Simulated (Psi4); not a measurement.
Relaxed torsion scan: SMILES CCc1cccc(C(F)(F)F)c1. Scanned: dihedral C1–C2–C3–C4; all other coordinates were relaxed at GFN2-xTB. Points at φ and −φ are mirror images.

Geometry of the scan point at 30° (Å):
```
21

C     -2.9187    -0.6402    -0.2590
C     -2.0233    -0.1682     0.8825
C     -0.6519     0.2829     0.4597
C     -0.3995     0.8479    -0.7853
C      0.8725     1.2672    -1.1349
C      1.9255     1.1348    -0.2481
C      1.6817     0.5712     0.9960
C      2.7886     0.4321     2.0002
F      2.7316     1.3877     2.9516
F      2.7472    -0.7408     2.6568
F      4.0122     0.5193     1.4589
C      0.4079     0.1507     1.3492
H     -3.8262    -1.0818     0.1457
H     -3.2087     0.1846    -0.9045
H     -2.4087    -1.3911    -0.8581
H     -1.9123    -0.9762     1.6088
H     -2.5129     0.6633     1.3999
H     -1.2024     0.9662    -1.4954
H      1.0459     1.7021    -2.1074
H      2.9198     1.4571    -0.5144
H      0.2451    -0.2865     2.3236
```

Level of theory: PBE-D3(BJ)/def2-SVP // GFN2-xTB in Psi4.

Scanned values (°): -150, -120, -90, -60, -30, 0, 30, 60, 90, 120, 150, 180.

**Question.** At which scan points does the profile have its minima and maxima, and how high do they lie?

**Answer.** Lower than their neighbours: -90° (0.000 eV), 0° (0.023 eV), 90° (0.000 eV), 180° (0.013 eV). Higher than their neighbours: -150° (0.028 eV), -30° (0.034 eV), 30° (0.034 eV), 150° (0.028 eV). The whole profile spans 0.034 eV.
